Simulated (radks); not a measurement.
Q: Species: N. Configuration: [He] 2s2 2p3 (the NIST ground configuration). Method: non-relativistic Kohn-Sham, exchange-only PBE, spin-polarised, spherical densities, point nucleus; open shells are filled with parallel spins first; computed with a radial shooting solver on a logarithmic mesh with Libxc functionals. Some entries of the table are withheld. Estimate them.

| orbital | occ. | eigenvalue (eV) | r(max) (bohr) |
|---|---|---|---|
| 1s up | 1 | -383.4069 | (1) |
| 1s down | 1 | -381.7431 | (2) |
| 2s up | 1 | -19.2015 | 1.006 |
| 2s down | 1 | -13.7647 | 1.030 |
| 2p up | 3 | -7.7450 | 0.9549 |
| 2p down | 0 | -2.9021 | 1.018 |

A: 
(1) 1s up r(max) (bohr): 0.1485
(2) 1s down r(max) (bohr): 0.1482
